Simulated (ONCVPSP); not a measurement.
**What one change does to a pseudopotential (cerium (Ce), ONCV)**

Ce (Z = 58), optimised norm-conserving Vanderbilt (ONCV), made with ONCVPSP 4.0.1 (Wu-Cohen, fully relativistic). Core [Kr] 4d10, reference 4f1 5s2 5p6 5d1 6s2. Waves: 5s+6s: rc 2.85 bohr, ncon 3, nbas 6, qcut 3.8 1/bohr, 2 projectors; 5p: rc 2.15 bohr, ncon 3, nbas 6, qcut 6.8 1/bohr, 2 projectors, debl 3.6 Ha; 5d: rc 3.45 bohr, ncon 3, nbas 7, qcut 3.8 1/bohr, 1 projector; 4f: rc 1.90 bohr, ncon 4, nbas 9, qcut 9.3 1/bohr, 2 projectors, debl 3.1 Ha. Local part: polynomial inside 1.75 bohr (lpopt 5, dvloc0 1 Ha). Core correction: none.

Open shells are filled in proportion to 2j + 1.

Change: local potential polynomial inside 1.75 bohr (lpopt 5, dvloc0 9.5 Ha).

Cutoffs: the cutoffs (Ha) at which the residual kinetic energy of the hardest occupied pseudo-wave falls to 1 and 0.1 mHa per electron; they do not see the model core or the augmentation charge, which bear on the density cutoff. Errors are all-electron minus pseudo energies relative to the spin-unpolarised reference configuration.

**Question.** What does the change do?

**Answer.** The potential gets neither clearly harder nor softer (36 Ha and 39 Ha → 36 Ha and 39 Ha); the lowest positive-energy flag moves from s at 46.5 eV to none; the errors of the 4 common tests hardly move; neither file shows a bound ghost.

| quantity | base | changed |
| --- | --- | --- |
| cutoff, loose | 36 Ha | 36 Ha |
| cutoff, tight | 39 Ha | 39 Ha |
| bound ghosts | none | none |
| GHOST(+) flags under 300 eV | s at 46.5 eV | none |
| error for 4f1 5s2 5p6 5d1 6s1, meV [ΔE 6.10 eV] | -0.6 | -0.6 |
| error for 4f1 5s2 5p6 5d1 6s0, meV [ΔE 17.08 eV] | -7.8 | -7.9 |
| error for 4f1 5s2 5p6 5d0 6s0, meV [ΔE 36.20 eV] | +25 | +25 |
| error for 4f1 5s2 5p6 5d1 6s1 6p1, meV [ΔE 2.49 eV] | +0.3 | +0.1 |
| s: phases at 2.89 bohr within 0.05 rad from the reference energy up to (Ha; the scan ends near 5) | 1.3 | 2.0 |
| p3/2: phases at 2.18 bohr within 0.05 rad from the reference energy up to (Ha; the scan ends near 5) | to the end of the scan | to the end of the scan |
| p1/2: phases at 2.18 bohr within 0.05 rad from the reference energy up to (Ha; the scan ends near 5) | to the end of the scan | to the end of the scan |
| d5/2: phases at 3.50 bohr within 0.05 rad from the reference energy up to (Ha; the scan ends near 5) | 0.6 | 0.6 |
| d3/2: phases at 3.50 bohr within 0.05 rad from the reference energy up to (Ha; the scan ends near 5) | 0.6 | 0.6 |
| f7/2: phases at 1.93 bohr within 0.05 rad from the reference energy up to (Ha; the scan ends near 5) | to the end of the scan | to the end of the scan |
| f5/2: phases at 1.93 bohr within 0.05 rad from the reference energy up to (Ha; the scan ends near 5) | to the end of the scan | to the end of the scan |
